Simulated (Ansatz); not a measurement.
A single point on CH$_{7}$FGeSi, SMILES `F[CH]([SiH3])[GeH3]`.

```yaml
crystal:
  periodic: [false, false, false]
  atoms:
    - {symbol: F, position_ang: [-1.365266, 1.176655, 0.754361]}
    - {symbol: C, position_ang: [-0.658561, 0.372492, -0.152434]}
    - {symbol: Si, position_ang: [1.008732, 1.177115, -0.537112]}
    - {symbol: Ge, position_ang: [-0.527054, -1.454863, 0.600424]}
    - {symbol: H, position_ang: [-1.255875, 0.310097, -1.070243]}
    - {symbol: H, position_ang: [1.836019, 1.233324, 0.694616]}
    - {symbol: H, position_ang: [1.691134, 0.334677, -1.555518]}
    - {symbol: H, position_ang: [0.813805, 2.549726, -1.070360]}
    - {symbol: H, position_ang: [-1.937352, -1.959502, 0.938286]}
    - {symbol: H, position_ang: [0.338329, -1.424672, 1.868354]}
    - {symbol: H, position_ang: [0.121488, -2.372049, -0.449672]}
basis:
  gaussian: {orbitals: def2-QZVPP}
correlation: {method: mp2}
```

```sh
$ ansatz run in.yaml --threads 4 --pin off --events-out ev --progress --plain --max-ram 10444MiB
```

Shortened log:

```
Functional definition: HF
2927 factors; integrals over basis functions are off by at most 8.0e-4 eV
mean field evaluation 1: about -68183.2185 eV, gradient 2.6e1 eV
mean field evaluation 2: about -68183.3166 eV, gradient 2.6e1 eV
mean field evaluation 4: about -68185.6194 eV, gradient 4.1e0 eV
mean field evaluation 8: about -68185.6715 eV, gradient 2.5e-1 eV
mean field -68185.67166800 eV, -2505.7772158906 hartree, gradient 2.3e-6 eV, S^2 0.000000; 0 other end points of the search recorded, 0 dependent functions left out
16 core orbitals not correlated: weight in the atoms' cores, before any rotation towards them, 1.000 or more for the frozen orbitals, at most 0.000 for the correlated occupied ones
reference -68185.67166800 eV, -2505.7772158906 hartree; 18, 18 occupied and 449, 449 virtual orbitals, 2927 factors
second order -30.56581804 eV of doubles, -0.00000000 eV of singles
Total energy: -68216.23748604 eV, -2506.9004889853 hartree
```

Run time 27 s (4 threads of an Arm Neoverse V1 on a shared host); peak host memory 3.1 GiB.
